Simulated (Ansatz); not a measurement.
A set of 12 reactions (redistribution), with CCSD(T)/CBS values in kJ/mol:

```json
{"reaction": "`[NH2][Mo](=[O])(=[O])[OH]` + `C[AsH][SiH3]` → `[CH3][Mo](=[O])(=[O])[OH]` + `N[AsH][SiH3]`", "ΔE": "83.2"}
{"reaction": "`[F][Zr]([F])([Cl])[Cl]` + `BrC1=C[SiH2]1` → `[F][Zr]([Cl])([Cl])[Br]` + `FC1=C[SiH2]1`", "ΔE": "54.1"}
{"reaction": "`C[SiH2][NH][SnH3]` + `[CH3][SbH][SH]` → `C[SiH2][SbH][SH]` + `C[NH][SnH3]`", "ΔE": "97.6"}
{"reaction": "`CO[SiH2]BO` + `O[SiH](F)[S][GeH3]` → `CO[SiH2][S][GeH3]` + `OB[SiH](O)F`", "ΔE": "12.8"}
{"reaction": "`C[Te][AsH]O` + `C[SiH2][SiH](O)F` → `C[Te][SiH](O)F` + `C[SiH2][AsH]O`", "ΔE": "-23.1"}
{"reaction": "`N/C=C/[SiH2]Cl` + `F[Si](F)(Cl)O[SiH3]` → `F[Si](F)(Cl)O[SiH2]Cl` + `N/C=C/[SiH3]`", "ΔE": "-2.0"}
{"reaction": "`[SiH3][NH][GaH][SiH3]` + `CBS[SiH3]` → `[SiH3][S][GaH][SiH3]` + `CBN[SiH3]`", "ΔE": "-85.5"}
{"reaction": "`N[SiH]([SeH])Br` + `[F][Ti]([F])([Cl])[Cl]` → `N[SiH](Cl)Br` + `[F][Ti]([F])([Cl])[SeH]`", "ΔE": "11.5"}
{"reaction": "`FC[SiH2][SiH2]F` + `BCB` → `FC[SiH3]` + `BCB[SiH2]F`", "ΔE": "11.1"}
{"reaction": "`[CH3][SnH2][AlH2]` + `BOC=N` → `[CH3][SnH2][O]C=N` + `[BH2][AlH2]`", "ΔE": "160.0"}
{"reaction": "`[F][GeH]([F])[GeH3]` + `C[SiH](F)C#N` → `N#[C][GeH]([F])[F]` + `C[SiH](F)[GeH3]`", "ΔE": "59.1"}
{"reaction": "`C[O][Zn][Cl]` + `O[SiH2]N[SiH](O)Cl` → `C[O][ZnH]` + `O[SiH2]N[Si](O)(Cl)Cl`", "ΔE": "20.3"}
```

Program: Ansatz. Geometries: PBE0-D4/def2-TZVP. ΔE: electronic, gas phase. CBS: MP2 limit from def2 TZ/QZ plus the TZ coupled-cluster correction, frozen cores. This one scheme is used for every species. Double bonds are as drawn, so ΔE can hold a change between cis and trans. DFT in def2-TZVPP. B3LYP here is the variant with VWN-RPA as its local correlation; programs differ in this. def2 core potentials past Kr. For As, Br, Ga, Ge, Mo, Sb, Se, Sn, Te, Ti, Zn, Zr outer-core shells are correlated without core-valence functions, which leaves a few kJ/mol of doubt a bond. Scalar relativity is left out up to krypton. Each species was taken in one conformer, which may not be the lowest.

Q: Give the mean, mean absolute and largest difference (level minus CCSD(T)/CBS, kJ/mol) for: r2SCAN-D4, B3LYP-D4, ωB97X-V, ωB97M-V, B2PLYP, PBE, PBE0, B3LYP, MP2/def2-TZVPP, SCS-MP2/def2-TZVPP, HF/def2-QZVPP, SCS-MP2/def2-QZVPP, HF/CBS(def2), MP2/CBS(def2). (Estimate.)

A: Computed: 
```json
{"level": "r2SCAN-D4", "mean": "-0.3", "mean absolute": "3.8", "largest": "-14.4"}
{"level": "B3LYP-D4", "mean": "-0.2", "mean absolute": "4.3", "largest": "-13.6"}
{"level": "ωB97X-V", "mean": "-0.6", "mean absolute": "2.4", "largest": "-8.0"}
{"level": "ωB97M-V", "mean": "-1.0", "mean absolute": "3.3", "largest": "-13.6"}
{"level": "B2PLYP", "mean": "0.9", "mean absolute": "2.7", "largest": "5.6"}
{"level": "PBE", "mean": "-0.5", "mean absolute": "5.6", "largest": "-23.2"}
{"level": "PBE0", "mean": "-0.5", "mean absolute": "5.1", "largest": "-17.3"}
{"level": "B3LYP", "mean": "1.4", "mean absolute": "4.1", "largest": "10.4"}
{"level": "MP2/def2-TZVPP", "mean": "0.3", "mean absolute": "4.4", "largest": "-10.8"}
{"level": "SCS-MP2/def2-TZVPP", "mean": "0.4", "mean absolute": "3.2", "largest": "5.8"}
{"level": "HF/def2-QZVPP", "mean": "1.6", "mean absolute": "7.3", "largest": "23.7"}
{"level": "SCS-MP2/def2-QZVPP", "mean": "1.1", "mean absolute": "2.3", "largest": "6.8"}
{"level": "HF/CBS(def2)", "mean": "1.7", "mean absolute": "7.4", "largest": "24.3"}
{"level": "MP2/CBS(def2)", "mean": "1.1", "mean absolute": "3.2", "largest": "6.4"}
```

The largest T1 diagnostic in the set is 0.025, for `[CH3][Mo](=[O])(=[O])[OH]` (customary mark 0.02).

CCSD(T)/CBS is a level of theory with its own doubt, and the functionals carry their triple-zeta basis error, so these figures describe this set and don't rank the functionals.
